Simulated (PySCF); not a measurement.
Computed IR spectrum (relative IR intensity) of a molecule C2H7NOSi2. The structure is a stationary point at B3LYP-D3(BJ)/def2-SVP. One conformer was computed; it need not be the lowest. These are B3LYP-D3(BJ)/def2-SVP in PySCF 2.14.0 values and carry that method's errors. Frequencies are harmonic and unscaled.

Lines under 2 % of the strongest are left out, and lines within 2 cm⁻¹ are merged.

ν (cm⁻¹): 109 (w), 153 (m), 210 (vw), 248 (vw), 282 (w), 301 (m), 333 (w), 430 (w), 658 (w), 705 (w), 748 (m), 766 (m), 779 (m), 829 (m), 882 (vs), 929 (m), 964 (m), 1277 (w), 1520 (m), 2181 (m), 2186 (m), 3104 (w), 3131 (w), 3588 (w), 3695 (w), 3873 (m) (against the strongest line: vs over 80 %, s over 45 %, m over 15 %, w over 4 %, vw less)

**Question.** Which structure fits?
(A) CC1=N[SiH2]O[SiH2]1
(B) N[Si@]1(O)C=C[SiH2]1
(C) N[Si@H](O)C#C[SiH3]
(D) [SiH3]O[Si@H]1C=NC1

**Answer.** B, N[Si@]1(O)C=C[SiH2]1
